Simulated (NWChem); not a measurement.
The numbers come from NWChem runs, not from measurements. System: ITl, charge 0, spin multiplicity 1, at a geometry optimised with PBE/def2-SVP with def2 effective core potentials on I, Tl. The structure started from a generated list of species. Level: PBE0/def2-SVPD with def2 effective core potentials on I, Tl.

Input file:

```
start mol
memory heap 200 mb stack 900 mb global 1100 mb
geometry units angstroms nocenter noautoz
  Tl     0.000000     0.000000    -1.140914
  I      0.000000     0.000000     1.743661
  symmetry group C2v
end
basis spherical
  * library def2-svpd
end
ecp
  I library def2-ecp
  Tl library def2-ecp
end
dft
  xc pbe0
  semidirect memsize 60000000 filesize 0
  iterations 100
end
task dft energy
```

NWChem printed:

```
             Northwest Computational Chemistry Package (NWChem) 7.3.0
             --------------------------------------------------------

                                NWChem Input Module
                                -------------------

 Scaling coordinates for geometry "geometry" by  1.889725989
 (inverse scale =  0.529177249)

 Turning off AUTOSYM since
 SYMMETRY directive was detected!

                             Geometry "geometry" -> ""
                             -------------------------

 Output coordinates in angstroms (scale by  1.889725989 to convert to a.u.)

  No.       Tag          Charge          X              Y              Z
 ---- ---------------- ---------- -------------- -------------- --------------
    1 Tl                  81.0000     0.00000000     0.00000000    -1.14091400
    2 I                   53.0000     0.00000000     0.00000000     1.74366100

 Effective nuclear repulsion energy (a.u.)     787.5537748042

            Nuclear Dipole moment (a.u.)
            ----------------------------
        X                 Y               Z
 ---------------- ---------------- ----------------
     0.0000000000     0.0000000000    -0.0000018897

      Symmetry information
      --------------------

 Group name             C2v
 Group number             16
 Group order               4
 No. of unique centers     2

      Symmetry unique atoms

     1    2


 Summary of "ao basis" -> "" (spherical)
 ------------------------------------------------------------------------------
       Tag                 Description            Shells   Functions and Types
 ---------------- ------------------------------  ------  ---------------------
 *                         def2-svpd                  on all atoms

                                 NWChem DFT Module
                                 -----------------

 Summary of "ao basis" -> "ao basis" (spherical)
 ------------------------------------------------------------------------------
       Tag                 Description            Shells   Functions and Types
 ---------------- ------------------------------  ------  ---------------------
 Tl                        def2-svpd                12       32   5s4p3d
 I                         def2-svpd                13       35   5s5p3d

 Summary of "ao basis" -> "ao basis" (spherical)
 ------------------------------------------------------------------------------
       Tag                 Description            Shells   Functions and Types
 ---------------- ------------------------------  ------  ---------------------
 Tl                        def2-svpd                12       32   5s4p3d
 I                         def2-svpd                13       35   5s5p3d

      Symmetry analysis of basis
      --------------------------

        a1         31
        a2          6
        b1         15
        b2         15

            General Information
            -------------------
          SCF calculation type: DFT
          Wavefunction type:  closed shell.
          No. of atoms     :     2
          No. of electrons :    46
           Alpha electrons :    23
            Beta electrons :    23
          Charge           :     0
          Spin multiplicity:     1
          Use of symmetry is: on ; symmetry adaption is: on
          Maximum number of iterations: 100
          AO basis - number of functions:    67
                     number of shells:    25
          Convergence on energy requested:  1.00D-06
          Convergence on density requested:  1.00D-05
          Convergence on gradient requested:  5.00D-04

              XC Information
              --------------
                         PBE0 Method XC Functional
                     Hartree-Fock (Exact) Exchange  0.250
          PerdewBurkeErnzerhof Exchange Functional  0.750
            Perdew 1991 LDA Correlation Functional  1.000 local
           PerdewBurkeErnz. Correlation Functional  1.000 non-local

             Grid Information
             ----------------
          Grid used for XC integration:  medium
          Radial quadrature: Mura-Knowles
          Angular quadrature: Lebedev.
          Tag              B.-S. Rad. Rad. Pts. Rad. Cut. Ang. Pts.
          ---              ---------- --------- --------- ---------
          Tl                  1.90      123          14.0       590
          I                   1.40      123          14.0       590
          Grid pruning is: on
          Number of quadrature shells:   246
          Spatial weights used:  Erf1

          Convergence Information
          -----------------------
          Convergence aids based upon iterative change in
          total energy or number of iterations.
          Levelshifting, if invoked, occurs when the
          HOMO/LUMO gap drops below (HL_TOL):  1.00D-02
          DIIS, if invoked, will attempt to extrapolate
          using up to (NFOCK): 10 stored Fock matrices.

                    Damping( 0%)  Levelshifting(0.5)       DIIS
                  --------------- ------------------- ---------------
          dE  on:    start            ASAP                start
          dE off:    2 iters        100 iters           100 iters

      Screening Tolerance Information
      -------------------------------
          Density screening/tol_rho:  1.00D-10
          AO Gaussian exp screening on grid/accAOfunc:  14
          CD Gaussian exp screening on grid/accCDfunc:  20
          XC Gaussian exp screening on grid/accXCfunc:  20
          Schwarz screening/accCoul:  1.00D-08

      Superposition of Atomic Density Guess
      -------------------------------------

 Sum of atomic energies:        -542.36373632

      Non-variational initial energy
      ------------------------------

 Total energy =    -468.137030
 1-e energy   =   -1011.250683
 2-e energy   =     446.802046
 HOMO         =      -0.292156
 LUMO         =       0.001427

      Symmetry analysis of molecular orbitals - initial
      -------------------------------------------------

 !! scf_movecs_sym_adapt:   42 vectors were symmetry contaminated

  Symmetry fudging

 !! scf_movecs_sym_adapt:   38 vectors were symmetry contaminated

  Numbering of irreducible representations:

     1 a1          2 a2          3 b1          4 b2

  Orbital symmetries:

     1 a1          2 a1          3 a1          4 b2          5 b1
     6 a1          7 b1          8 b2          9 a1         10 b2
    11 b1         12 a1         13 a2         14 a1         15 b2
    16 b1         17 a2         18 a1         19 a1         20 a1
    21 b2         22 b1         23 a1         24 b2         25 b1
    26 a1         27 a1         28 b2         29 b1         30 a1
    31 a2         32 a1         33 b1

------------------------------------------------------------
EAF file 0: "./mol.aoints.0" size=524288 bytes
------------------------------------------------------------
               write      read    awrite     aread      wait
               -----      ----    ------     -----      ----
     calls:        1         0         0         0         0
   data(b): 5.24e+05  0.00e+00  0.00e+00  0.00e+00
   time(s): 0.00e+00  0.00e+00  0.00e+00  0.00e+00  0.00e+00
rate(mb/s): 0.00e+00  0.00e+00
------------------------------------------------------------

 !! scf_movecs_sym_adapt:    4 vectors were symmetry contaminated

  Symmetry fudging

 !! scf_movecs_sym_adapt:    4 vectors were symmetry contaminated

   convergence    iter        energy       DeltaE   RMS-Dens  Diis-err    time
 ---------------- ----- ----------------- --------- --------- ---------  ------
 d= 0,ls=0.0,diis     1   -470.2711575154 -5.67D+02  2.68D-02  1.65D-01     1.6
 d= 0,ls=0.0,diis     2   -470.2156106862  5.55D-02  1.19D-02  4.25D-01     1.7

 !! scf_movecs_sym_adapt:    2 vectors were symmetry contaminated

  Symmetry fudging

 !! scf_movecs_sym_adapt:    2 vectors were symmetry contaminated

 d= 0,ls=0.0,diis     3   -470.3119857200 -9.64D-02  1.57D-03  3.04D-03     1.8
 d= 0,ls=0.0,diis     4   -470.3126162690 -6.31D-04  2.14D-04  1.11D-04     1.9
 d= 0,ls=0.0,diis     5   -470.3126341506 -1.79D-05  6.52D-05  1.35D-05     2.0
  Resetting Diis
 d= 0,ls=0.0,diis     6   -470.3126369528 -2.80D-06  1.89D-05  5.37D-07     2.1
 d= 0,ls=0.0,diis     7   -470.3126370826 -1.30D-07  4.55D-06  1.27D-08     2.2

         Total DFT energy =     -470.312637082592
      One electron energy =    -1012.772096166056
           Coulomb energy =      483.367204649255
    Exchange-Corr. energy =      -37.219353246244
 Nuclear repulsion energy =       96.311607680453

 Numeric. integr. density =       45.999999995308

     Total iterative time =      1.4s

                  Occupations of the irreducible representations
                  ----------------------------------------------

                     irrep           alpha         beta
                     --------     --------     --------
                     a1               11.0         11.0
                     a2                2.0          2.0
                     b1                5.0          5.0
                     b2                5.0          5.0

                       DFT Final Molecular Orbital Analysis
                       ------------------------------------

 Vector   21  Occ=2.000000D+00  E=-2.551263D-01  Symmetry=a1
              MO Center= -1.0D-16,  1.9D-16,  7.3D-01, r^2= 4.8D+00
   Bfn.  Coefficient  Atom+Function         Bfn.  Coefficient  Atom+Function
  ----- ------------  ---------------      ----- ------------  ---------------
    46      0.519897  2 I  pz                49      0.449347  2 I  pz
     3      0.329879  1 Tl s                 14     -0.267753  1 Tl pz
    43     -0.212040  2 I  pz                 4      0.205568  1 Tl s
     1     -0.203587  1 Tl s                 40     -0.172302  2 I  pz
    20      0.110062  1 Tl d  0              17     -0.097580  1 Tl pz

 Vector   22  Occ=2.000000D+00  E=-2.522300D-01  Symmetry=b2
              MO Center=  6.9D-31, -7.7D-16,  1.6D+00, r^2= 2.4D+00
   Bfn.  Coefficient  Atom+Function         Bfn.  Coefficient  Atom+Function
  ----- ------------  ---------------      ----- ------------  ---------------
    45      0.578144  2 I  py                48      0.525674  2 I  py
    42     -0.237024  2 I  py                39     -0.192362  2 I  py
    13      0.101805  1 Tl py                19     -0.061710  1 Tl d -1
    51      0.051774  2 I  py                16      0.037046  1 Tl py
     7     -0.032581  1 Tl py                10     -0.032569  1 Tl py

 Vector   23  Occ=2.000000D+00  E=-2.522300D-01  Symmetry=b1
              MO Center= -5.5D-16,  1.4D-30,  1.6D+00, r^2= 2.4D+00
   Bfn.  Coefficient  Atom+Function         Bfn.  Coefficient  Atom+Function
  ----- ------------  ---------------      ----- ------------  ---------------
    44      0.578144  2 I  px                47      0.525674  2 I  px
    41     -0.237024  2 I  px                38     -0.192362  2 I  px
    12      0.101805  1 Tl px                21      0.061710  1 Tl d  1
    50      0.051774  2 I  px                15      0.037046  1 Tl px
     6     -0.032581  1 Tl px                 9     -0.032569  1 Tl px

 Vector   24  Occ=0.000000D+00  E=-7.331228D-02  Symmetry=b2
              MO Center=  3.0D-30,  1.6D-17, -1.1D+00, r^2= 5.0D+00
   Bfn.  Coefficient  Atom+Function         Bfn.  Coefficient  Atom+Function
  ----- ------------  ---------------      ----- ------------  ---------------
    16      0.581095  1 Tl py                13      0.546669  1 Tl py
    48     -0.181255  2 I  py                10     -0.166094  1 Tl py
     7     -0.164071  1 Tl py                45     -0.154094  2 I  py
    29     -0.066275  1 Tl d -1              42      0.061786  2 I  py
    39      0.049610  2 I  py                64     -0.039672  2 I  d -1

 Vector   25  Occ=0.000000D+00  E=-7.331228D-02  Symmetry=b1
              MO Center=  1.2D-16,  9.9D-31, -1.1D+00, r^2= 5.0D+00
   Bfn.  Coefficient  Atom+Function         Bfn.  Coefficient  Atom+Function
  ----- ------------  ---------------      ----- ------------  ---------------
    15      0.581095  1 Tl px                12      0.546669  1 Tl px
    47     -0.181255  2 I  px                 9     -0.166094  1 Tl px
     6     -0.164071  1 Tl px                44     -0.154094  2 I  px
    31      0.066275  1 Tl d  1              41      0.061786  2 I  px
    38      0.049610  2 I  px                66      0.039672  2 I  d  1

 Vector   26  Occ=0.000000D+00  E=-2.295247D-02  Symmetry=a1
              MO Center= -3.3D-15, -1.3D-15, -1.5D+00, r^2= 9.0D+00
   Bfn.  Coefficient  Atom+Function         Bfn.  Coefficient  Atom+Function
  ----- ------------  ---------------      ----- ------------  ---------------
     5      0.725177  1 Tl s                 17     -0.497589  1 Tl pz
     4     -0.446097  1 Tl s                 37     -0.436774  2 I  s
    14     -0.414821  1 Tl pz                36      0.330184  2 I  s
    49     -0.300725  2 I  pz                 3     -0.277391  1 Tl s
    30      0.242461  1 Tl d  0              46     -0.231201  2 I  pz

 center of mass
 --------------
 x =   0.00000000 y =   0.00000000 z =  -0.07167152

 moments of inertia (a.u.)
 ------------------
        2328.894210325554           0.000000000000           0.000000000000
           0.000000000000        2328.894210325554           0.000000000000
           0.000000000000           0.000000000000           0.000000000000

     Multipole analysis of the density
     ---------------------------------

     L   x y z        total         alpha         beta         nuclear
     -   - - -        -----         -----         ----         -------
     0   0 0 0     -0.000000    -23.000000    -23.000000     46.000000

     1   1 0 0     -0.000000     -0.000000     -0.000000      0.000000
     1   0 1 0     -0.000000     -0.000000     -0.000000      0.000000
     1   0 0 1     -1.905518    -19.502622    -19.502622     37.099726

     2   2 0 0    -38.811112    -19.405556    -19.405556      0.000000
     2   1 1 0     -0.000000     -0.000000     -0.000000      0.000000
     2   1 0 1     -0.000000     -0.000000     -0.000000      0.000000
     2   0 2 0    -38.811112    -19.405556    -19.405556      0.000000
     2   0 1 1     -0.000000     -0.000000     -0.000000      0.000000
     2   0 0 2    -41.337503   -205.193183   -205.193183    369.048863

 Task  times  cpu:        2.2s     wall:        2.2s

 Total times  cpu:        2.3s     wall:        2.3s
```
